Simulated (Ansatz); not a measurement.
`C#[C][SnH2][F]` + HBr → `[F][SnH2][Br]` + acetylene at 700 K and 1 bar (ligand exchange at the Sn–C bond).

Gas-phase electronic energies from Ansatz, PBE0-D4/def2-TZVP geometries. CCSD(T)/CBS adds triple-zeta CCSD(T) − MP2 to the extrapolated MP2 energy (def2 sets, frozen cores). This one scheme is used for every species. Elements past krypton have def2 core potentials. For Br, Sn outer-core shells are correlated without core-valence functions, which leaves a few kJ/mol of doubt a bond. Scalar relativity is left out up to krypton.

| species | CCSD(T)/CBS energy (Eh) | H − E (kJ/mol) | S (J/(mol·K)) |
| --- | --- | --- | --- |
| `C#[C][SnH2][F]` | -391.67763 | 152.2 | 420.8 |
| HBr | -2573.91920 | 36.5 | 223.7 |
| `[F][SnH2][Br]` | -2888.40380 | 92.2 | 390.8 |
| `C#C` | -77.22717 | 102.1 | 244.4 |

H − E and S are ideal-gas, rigid-rotor, harmonic terms from PBE0-D4/def2-TZVP. 1 Eh = 2625.50 kJ/mol, R = 8.31446 J/(mol·K).

By hand: ΔE, ΔH, ΔS and ΔG.

ΔE = (-2888.40380) + (-77.22717) − (-391.67763) − (-2573.91920) = -0.03414 Eh = -89.6 kJ/mol. Δ(H − E) = 92.2 + 102.1 − 152.2 − 36.5 = 5.6, so ΔH = -84.0 kJ/mol. ΔS = 390.8 + 244.4 − 420.8 − 223.7 = -9.3 J/(mol·K). ΔG = -84.0 − 700 × (-9.3)/1000 = -77.5 kJ/mol.

By hand: the equilibrium constant, and the temperature at which ΔG would vanish if ΔH and ΔS stayed fixed.

log₁₀ K = −ΔG/(RT ln 10) = 5.8. ΔG = 0 at ΔH/ΔS = 9032 K, far beyond where these terms or the molecules hold.

The number of gas molecules stays the same, so ΔS is small and ΔH decides. A doubt of 5 kJ/mol in ΔE shifts log₁₀ K by 0.4 here. These are equilibria of isolated gas molecules and say nothing of rates. Largest T1 diagnostic: 0.014 (customary marks: 0.02 for closed shells, 0.045 for open ones).
